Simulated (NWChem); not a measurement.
# HGa in NWChem

```xyz
2

Ga     0.0000     0.0000     0.0529
H      0.0000     0.0000    -1.6386
```
Charge 0, spin multiplicity 1.

Program: NWChem. All single points use one geometry, from B3LYP/def2-SVP, a minimum by its harmonic frequencies.

Symmetry labels belong to the abelian group C2v used in the runs, with the axes of the coordinates shown; states degenerate in a higher group split over its labels.

The Hamiltonian is non-relativistic. The structure started from a generated list of species.

Q: List the lowest 3 singlet excitations that CIS/def2-SVPD gives, with oscillator strengths.

A: 
```json
[
 {"state": "1", "symmetry": "b1", "energy (eV)": "3.18", "wavelength (nm)": "390", "f": "0.065"},
 {"state": "2", "symmetry": "b2", "energy (eV)": "3.18", "wavelength (nm)": "390", "f": "0.065"},
 {"state": "3", "symmetry": "a1", "energy (eV)": "5.64", "wavelength (nm)": "220", "f": "0.197"}
]
```
